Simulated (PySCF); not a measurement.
CH₇BGeO₂.
Cartesian coordinates in Å at the PBE0-D3(BJ)/def2-SVP level; atoms count from 1:
```xyz
12
CH7BGeO2 angstrom
C     -1.8630    0.5716   -0.3393
Ge    -0.5156   -0.4549    0.6392
B      1.3831   -0.1524   -0.1556
O      1.4538    0.2825   -1.4371
O      2.5497   -0.3610    0.5181
H     -2.8752    0.3639    0.0348
H     -1.6614    1.6478   -0.2398
H     -1.8146    0.3109   -1.4063
H     -0.5469   -0.0631    2.1394
H     -0.8898   -1.9565    0.5963
H      2.3707    0.3926   -1.7233
H      2.4218   -0.6515    1.4253
```

Jobs on this species (12 atoms, 66 electrons) with PySCF (density fitting). Hardware of each: an Intel Xeon Platinum 8488C with one thread, no GPU, on a shared host. Times come from a shared host and carry two figures at best. Peak memory is the resident size of the whole Python process, interpreter and libraries included.

```csv
level and settings,work,basis functions,SCF cycles,wall time,peak memory
"delta-SCF UKS PBE0, pcX-2 on the ionised atom, pcseg-1 elsewhere, spin-free X2C","ΔSCF core ionisation, 3 holes",149,?,?,?
"delta-SCF UKS B3LYP, pcX-2 on the ionised atom, pcseg-1 elsewhere, spin-free X2C","ΔSCF core ionisation, 3 holes",149,?,?,?
"delta-SCF UKS HF, pcX-2 on the ionised atom, pcseg-1 elsewhere, spin-free X2C","ΔSCF core ionisation, 3 holes",149,?,?,?
"delta-SCF UKS SCAN, pcX-2 on the ionised atom, pcseg-1 elsewhere, non-relativistic","ΔSCF core ionisation, 3 holes",149,52,16 s,0.58 GiB
"delta-SCF UKS SCAN, pcX-2 on the ionised atom, pcseg-1 elsewhere, spin-free X2C","ΔSCF core ionisation, 3 holes",149,52,17 s,0.51 GiB
"delta-SCF UKS SCAN, pcX-1 on the ionised atom, pcseg-1 elsewhere, spin-free X2C","ΔSCF core ionisation, 3 holes",128,52,14 s,0.48 GiB
"PBE0-D3(BJ)/def2-SVP, grid level 1",geometry optimisation from a GFN2-xTB start shaken at random,123,82,68 s,0.52 GiB
"delta-SCF UKS PBE, pcX-2 on the ionised atom, pcseg-1 elsewhere, spin-free X2C","ΔSCF core ionisation, 3 holes",149,51,11 s,0.51 GiB
"delta-SCF UKS SCAN, def2-TZVP on the ionised atom, pcseg-1 elsewhere, spin-free X2C","ΔSCF core ionisation, 3 holes",135,51,15 s,0.48 GiB
```

Q: Fill in the missing figures.

A: 
- delta-SCF UKS PBE0, pcX-2 on the ionised atom, pcseg-1 elsewhere, spin-free X2C; ΔSCF core ionisation, 3 holes: 23 s, 0.69 GiB, 48 SCF cycles
- delta-SCF UKS B3LYP, pcX-2 on the ionised atom, pcseg-1 elsewhere, spin-free X2C; ΔSCF core ionisation, 3 holes: 23 s, 0.63 GiB, 48 SCF cycles
- delta-SCF UKS HF, pcX-2 on the ionised atom, pcseg-1 elsewhere, spin-free X2C; ΔSCF core ionisation, 3 holes: 14 s, 0.63 GiB, 43 SCF cycles

Q: What do all jobs in the table cost together?

A: About 3.4 min; the longest takes about 34 % of that, and about 6.2 times as long as the shortest.
